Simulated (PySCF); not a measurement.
Isomers of C6H10FN. Method: PBE0-D3(BJ)/def2-SVP geometry optimisation, gas phase (PySCF). One conformer each; no zero-point energy, no entropy. No frequencies were run at this level. Point groups hold within 0.08 Å.

Task: Rank from lowest to highest electronic energy at this level (kcal/mol).
A. `[CH3:1][NH:2][CH2:3][C@@H:4]1[C@H:5]2[C@@H:6]([F:7])[C@@H:8]12` with C1–N2–C3–C4 67°, N2–C3–C4–C5 155°
B. `[CH2:1]=[CH:2][CH2:3][C@@H:4]([F:5])[CH2:6][N:7]=[CH2:8]` with C1–C2–C3–C4 125°, C2–C3–C4–F5 59°, C3–C4–C6–N7 -53°, C4–C6–N7–C8 -114°
C. `[H]/[N:7]=[C:6]1\[CH2:5][CH2:4][C@:2]([CH3:1])([F:3])[CH2:8]1` with C1–C2–C4–C5 -168°, C2–C4–C5–C6 35°, C4–C5–C6–N7 163°, C5–C6–C8–C2 -8°

Result: C (0.0), B (38.9), A (56.5).

As drawn, the lowest has a C=N bond, which the highest lacks; the highest has a three-membered ring, which the lowest lacks.

```
                           SMILES      E (Eh)  E rel (kcal/mol)  dipole (D)  point group       A, B, C (MHz)
          [H]/N=C1\CC[C@](C)(F)C1  -388.54150               0.0        2.55           C1    3768, 1557, 1426
                C=CC[C@@H](F)CN=C  -388.47943              38.9        1.60           C1  4831, 993.3, 934.7
CNC[C@@H]1[C@H]2[C@@H](F)[C@@H]12  -388.45151              56.5        1.73           C1   4689, 1054, 952.6
```
